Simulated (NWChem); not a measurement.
Molecule: CrN₂H₂Cl₂; SMILES [Cr](=[NH])([Cl])([Cl])=[NH]

Not confirmed as a minimum by frequencies.

Give the equilibrium geometry at PBE0/def2-SVP (NWChem) as a list of bonds and angles, with the point group.

point group C2v; any orientation.
Bonded distances (Å): Cr1–N2 1.574, Cr1–N4 1.574, Cr1–Cl6 2.147, Cr1–Cl7 2.147, N2–H3 1.024, N4–H5 1.024. Bond angles (°): N2–Cr1–N4 108.2, N2–Cr1–Cl6 107.9, N2–Cr1–Cl7 107.9, N4–Cr1–Cl6 107.9, N4–Cr1–Cl7 107.9, Cl6–Cr1–Cl7 116.9, Cr1–N2–H3 149.2, Cr1–N4–H5 149.2.
